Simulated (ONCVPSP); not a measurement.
# Pseudopotential generation for nitrogen (N): ONCV, PW91, scalar-relativistic.

ONCVPSP 4.0.1 input, shortened (lines: element, Z, core and valence counts, functional; n l f; lmax; l rc ep ncon nbas qcut; lloc lpopt rc5 dvloc0; l nproj debl; icmod fcfact rcfact), PW91, scalar-relativistic:

```
  N 7.00    1    2  -109134      upf
    1    0    2.00
    2    0    2.00
    2    1    2.00
    1
    0    0.70    0.00    4    7    9.20
    1    1.35    0.00    3    7   12.00
    4    5    0.50    2.00
    0    2    1.80
    1    1    3.90
    1    0.35    0.00
```

**Question.** Does the generator finish with these settings?

**Answer.** Yes, a potential is produced and its reference levels are reproduced.

**Question.** Estimate the cutoffs (Ha) at which the residual kinetic energy of the hardest occupied pseudo-wave falls to 1 and 0.1 mHa per electron.

**Answer.** 174 Ha and 248 Ha.

**Question.** Does the potential have ghost states?

**Answer.** Ghosts flagged at negative energy: s at -314.1 eV; no localised positive-energy state flagged. A true bound ghost makes a file unfit for plane-wave use.

**Question.** Which valence shell sets the plane-wave cutoff?

**Answer.** 2s: 174 Ha for 1 mHa per electron, against 38 Ha for 2p.

**Question.** Tests: 2s2 2p3; 2s2 2p1; 2s2 2p0; 2s1 2p4. Which has the largest error in its energy relative to the reference configuration, and how large is it?

**Answer.** 2s2 2p0, with +167 meV (all-electron minus pseudo) on +76.14 eV.
